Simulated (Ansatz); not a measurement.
Geometry optimisation, RKS PBE0-D4/def2-SVP in Ansatz.

Input file:

```yaml
crystal:
  periodic: [false, false, false]
  atoms:
    - { symbol: B, position_ang: [-0.031349, -0.395388, -0.155652] }
    - { symbol: H, position_ang: [0.040337, -0.60707, 1.028063] }
    - { symbol: O, position_ang: [1.077888, -0.39246, -0.926395] }
    - { symbol: H, position_ang: [1.891222, -0.504862, -0.430705] }
    - { symbol: O, position_ang: [-1.223808, -0.310786, -0.783682] }
    - { symbol: H, position_ang: [-1.976754, -0.325489, -0.18935] }
    - { symbol: F, position_ang: [-0.002783, 1.928851, 0.83845] }
    - { symbol: H, position_ang: [0.128947, 1.210804, 1.40327] }
basis:
  gaussian: { orbitals: def2-SVP }
hamiltonian:
  xc: pbe0
  dispersion: d4
relax:
  f_tol: 0.03
  max_steps: 50
```

Launched with:

```bash
$ ansatz run input.yaml --threads 1 --pin off --max-ram 2048MiB --backend cpu --events-out ev --progress --plain --runs-dir out
```

Task: Where does it end, and by what steps?

Result: The run converged. After 7 steps the energy has fallen by 0.058 eV; F7 moved furthest, 0.34 Å.

| step | energy less start (eV) | largest force component (eV/Å) | accepted |
| --- | --- | --- | --- |
| 0 | 0.0000 | 0.568 | yes |
| 1 | -0.0155 | 1.427 | yes |
| 2 | 0.0795 | 3.169 | no |
| 3 | -0.0312 | 1.408 | yes |
| 4 | -0.0323 | 0.540 | yes |
| 5 | -0.0527 | 0.248 | yes |
| 6 | -0.0573 | 0.042 | yes |
| 7 | -0.0580 | 0.012 | yes |

```xyz
8
Properties=species:S:1:pos:R:3
B -0.041 -0.438 -0.206
H 0.033 -0.436 1.018
O 1.071 -0.509 -0.966
H 1.885 -0.501 -0.459
O -1.238 -0.439 -0.827
H -1.984 -0.382 -0.225
F 0.104 2.103 1.111
H 0.075 1.205 1.339
```

The run took 9.6 s on 1 thread of AMD EPYC 9R45 96-Core Processor (Zen 5), on a shared host, peak memory 0.18 GiB.
